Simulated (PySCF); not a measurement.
Homolysis of single bonds, series B NH2-H. Gas-phase values, no solvent. Strings in code marks are SMILES.

The numbers are results of M06-2X/def2-TZVP // B3LYP-D3(BJ)/def2-TZVP (PySCF), not measurements. 

| species | dipole moment (D) |
|---|---|
| whole molecule (`NB(N)N`) | 0.02 |
| whole molecule (`NBN`) | 1.27 |
| radical fragment (`[BH]N`) | 2.19 |
| whole molecule (`BN`) | 1.84 |
